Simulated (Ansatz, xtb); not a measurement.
Isomers of C3H5ClF2O2S in order of energy

4 gas-phase structures of C3H5ClF2O2S, from a drawn sample of its isomers (lower ones may exist). Each was relaxed with GFN2-xTB; where two conformers were screened, the lower at r2SCAN-D4/def2-SVP is listed:

A. `C[C@@H](F)[C@H](F)S(=O)(=O)Cl`, a singlet
B. `C[C@](F)(CF)S(=O)(=O)Cl`, a singlet
C. `CCC(F)(F)S(=O)(=O)Cl`, a singlet
D. `C[C@H](C(F)F)S(=O)(=O)Cl`, a singlet

Q: Which do you expect lowest at r2SCAN-D4/def2-SVP, and how would the others follow?

A: Calculated order at r2SCAN-D4/def2-SVP: D (0.0), C (12.0), B (41.4), A (57.3) kJ/mol.

Energies above the lowest of each column, in kJ/mol; the last columns are at PBE0-D3(BJ)/def2-SVP geometries (a dash: not run or not comparable):

| structure | GFN2-xTB | HF/STO-3G | r2SCAN-D4/def2-SVP | PBE0-D3(BJ)/def2-SVP | CCSD(T)/def2-SVP + ΔMP2/def2-TZVPP |
| --- | --- | --- | --- | --- | --- |
| D | 0.0 | 1.4 | 0.0 | 0.0 | 0.0 |
| C | 17.9 | 0.0 | 12.0 | 19.1 | 24.8 |
| B | 17.9 | 31.3 | 41.4 | 44.2 | 40.6 |
| A | 37.4 | 43.5 | 57.3 | 57.8 | – |

CCSD(T)/def2-SVP + ΔMP2/def2-TZVPP puts D lowest of those it was run on; HF/STO-3G picks C. Flexible structures stand in one conformer each, not always the lowest. Frequencies (GFN2-xTB) were run for B, C, D alone. ΔMP2 is the change of the MP2 energy from the smaller to the larger basis.

Over these structures GFN2-xTB departs from r2SCAN-D4/def2-SVP by 12.3 kJ/mol on average once a common shift is removed. A GFN2-xTB relaxation took about 0.15 s and the r2SCAN-D4/def2-SVP energy about 2.7 s on a shared host (Ansatz 0.2.0, xtb 6.7.1).
